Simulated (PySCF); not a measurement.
Compound: SnHMe2Et, C4H12Sn.
Structure used (PBE0-D3(BJ)/def2-SVP), in Å, numbered top down from 1:
```xyz
17
C4H12Sn angstrom
Sn     0.037    0.697    0.386
H     -0.097    0.977    2.084
C      2.113    0.379   -0.103
H      2.710    1.265    0.157
H      2.226    0.182   -1.180
H      2.509   -0.483    0.454
C     -0.712    2.402   -0.699
H     -1.767    2.588   -0.449
H     -0.634    2.219   -1.781
H     -0.128    3.300   -0.452
C     -1.094   -1.080   -0.123
C     -0.599   -2.339    0.575
H     -1.047   -1.191   -1.219
H     -2.150   -0.880    0.123
H     -1.194   -3.225    0.297
H      0.450   -2.564    0.320
H     -0.651   -2.247    1.672
```

Theory: PBE0-D3(BJ)/def2-SVP geometry optimisation, gas phase, def2 core potentials past Kr (PySCF 2.14.0).

(1) Which atoms are bound to Sn1, and at what distances?

(2) List the angles at Sn1.

(3) What is the shape at Sn1?

(4) What are the other bond lengths?

(5) Give some angles away from the centre.

(6) What are the rotational constants (commonest isotopes, rigid rotor)?

## Answers

(1) 4 atoms: H2 1.727 Å, C3 2.156 Å, C7 2.156 Å, C11 2.166 Å. The nearest atom not counted as bound is H13, at 2.70 Å (others tie with it).

(2) 
```tsv
angle	degrees	distance of the outer atoms (Å)
C7–Sn1–C11	110.4	3.55
H2–Sn1–C7	109.8	3.19
C3–Sn1–C7	109.7	3.53
C3–Sn1–C11	109.2	3.52
H2–Sn1–C11	108.9	3.18
H2–Sn1–C3	108.8	3.17
```

(3) Tetrahedral: angles from 108.8° to 110.4°; τ4 = (360° − α − β)/141° = 0.99 with α and β the two widest (0 for a square, 1 for a tetrahedron).

(4) C3–H4 and 5 like bonds 1.100 Å; C11–C12 1.523 Å; C11–H13, C11–H14 1.102 Å; C12–H15, C12–H16, C12–H17 1.102 Å.

(5) Sn1–C11–C12 113.6°.

(6) A = 3846, B = 1917, C = 1484 MHz: an asymmetric top.

Point group: C1 (no symmetry element, even within 0.4 Å). Charge 0, singlet. Stationary, but not proved a minimum.

One conformer stands for the species.
